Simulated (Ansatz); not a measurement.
Two structures of InHCl2, closed shell, reached by relaxing down either side of one saddle point (PBE0-D4/def2-TZVP). Energies are electronic, without zero-point energy. Computed with Ansatz 0.2.0 (basis: def2-TZVPP and def2-QZVPP); correlated methods freeze the cores. Filled d shells of the heavier atoms are correlated. Core potentials replace the inner electrons of the atoms past krypton. The def2 sets are not built for correlating such inner shells, so the correlated values are less sure here. Extrapolation: Hartree–Fock as exp(−7.88 √X), correlation as X^−2.97. First:

| atom | x (Å) | y (Å) | z (Å) |
| --- | --- | --- | --- |
| In1 | 1.5004 | 0.3834 | -1.0419 |
| Cl2 | -0.8366 | -0.4355 | -1.3945 |
| H3 | -0.6661 | -0.1463 | 0.6755 |
| Cl4 | 0.0024 | 0.1985 | 1.7609 |

Second:

```xyz
4
angstrom
In 1.7136 0.5113 -0.5360
Cl -1.2269 -0.5393 -1.1599
H -0.9095 -0.2924 0.0981
Cl 0.4229 0.3204 1.5978
```

Which bonds change from the first to the second?

InCl + HCl → InCl + HCl; bonds formed: In1–Cl4, Cl2–H3; bonds broken: In1–Cl2, H3–Cl4.

Give the saddle point's structure and its height above each. (To be estimated.)

Computed: 0.177 eV above the first and 0.177 eV above the second (CCSD(T) at an estimated basis limit (MP2 extrapolated from triple and quadruple zeta, plus CCSD(T) − MP2 in triple zeta)).
```csv
atom,x (Å),y (Å),z (Å)
In1,1.5362,0.4278,-0.7527
Cl2,-1.0091,-0.4671,-1.1627
H3,-0.6740,-0.1877,0.3298
Cl4,0.1470,0.2270,1.5857
```

The search had been set up for a 1,1-elimination (forming Cl2–H3, breaking In1–Cl2, In1–H3); from that guess it ended on this step instead.

T1 diagnostic: at most 0.014.

For scale, one of the runs: CCSD(T)/def2-TZVPP, 148 basis functions, launched by `ansatz run in.yaml --threads 2 --pin off --events-out ev --progress --plain --max-ram 4352MiB`. The run took 31 s on 2 CPU threads of an Arm Neoverse V2 (shared host), with 0.98 GiB of host memory at its peak.
